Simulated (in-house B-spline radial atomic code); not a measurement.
RPA and G0W0 for Te⁶⁺, [Kr] 4d10, as one setting changes: the share of exact exchange in the PBE hybrid start. A dash marks a level of low quasi-particle weight. Computed with a B-spline radial code for spherical atoms: all electrons, scalar-relativistic (spin-free one-electron X2C), finite nucleus, each spin shell either full or empty, empty states to l = 9 with an (l + 1/2)⁻⁴ tail; G0W0 by contour deformation at full frequency.

| share of exact exchange in the PBE hybrid start | mean-field level (eV) | G0W0 level (eV) | RPA correlation (Eh) |
| --- | --- | --- | --- |
| 0 | -113.69 | 4d -124.95 | -3.6893 |
| 0.1 | -114.98 | 4d -124.99 | -3.6604 |
| 0.2 | -116.27 | 4d -125.02 | -3.6324 |
| 0.3 | ? | ? | ? |
| 0.4 | -118.85 | 4d -125.06 | -3.5784 |
| 0.5 | -120.14 | 4d -125.08 | -3.5524 |
| 0.6 | -121.44 | 4d -125.09 | -3.5271 |
| 0.7 | -122.74 | 4d -125.10 | -3.5023 |
| 0.8 | ? | ? | ? |
| 0.9 | -125.35 | 4d -125.12 | -3.4545 |
| 1 | -126.65 | 4d -125.12 | -3.4314 |

(1) What belongs in the row for 0.3?

(2) What belongs in the row for 0.8?

(3) At what share of exact exchange does G0W0 leave the highest level unchanged?

Results:

(1) mean-field level (eV): -117.56; G0W0 level (eV): 4d -125.04; RPA correlation (Eh): -3.6051.

(2) mean-field level (eV): -124.04; G0W0 level (eV): 4d -125.11; RPA correlation (Eh): -3.4781.

(3) Near 0.88, where the shift changes sign (-1.070 eV at 0.8, +0.229 eV at 0.9).
